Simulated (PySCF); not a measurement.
## Ionisation energy of Sm³²⁺ by level of theory

Sm³²⁺ [Ar] 3d10 4s2 (1S) → Sm³³⁺ [Ar] 3d10 4s1 (2S), as a difference of total energies. Calculation: PySCF 2.14, in an uncontracted even-tempered set (19 s from 2.8 bohr⁻², ratio 2.5; 13 p from 3.6 bohr⁻², ratio 2.5; 8 d from 6.5 bohr⁻², ratio 2.5; 5 f from 17 bohr⁻², ratio 2.7; 4 g from 26 bohr⁻², ratio 2.7); the spin-free X2C one-electron Hamiltonian (Gaussian nucleus). Correlated levels: outer shells: [Ne] frozen; virtual orbitals above 40 to 60 times the deepest correlated orbital energy dropped. The calculations carry no spin-orbit coupling.

| method | ionisation energy (eV) |
| --- | --- |
| UHF | 1330.7 |
| LDA | 1337.3 |
| PBE | 1337.5 |
| PBE0 | 1336.0 |
| r2SCAN | 1333.2 |
| revPBE | 1336.7 |
| B2PLYP | 1335.2 |
| MP2 (outer shells) | 1333.6 |
| SCS-MP2 (outer shells) | 1333.6 |

**Question.** How much does correlation contribute at MP2 (outer shells)?

**Answer.** 1333.6 − (1330.7) = 2.9 eV, measured against UHF.

Breit and QED terms and the two-electron picture change are absent.

For comparison: 1332 ± 4 eV (theoretical estimate listed by NIST; NIST Atomic Spectra Database, ionization energies).
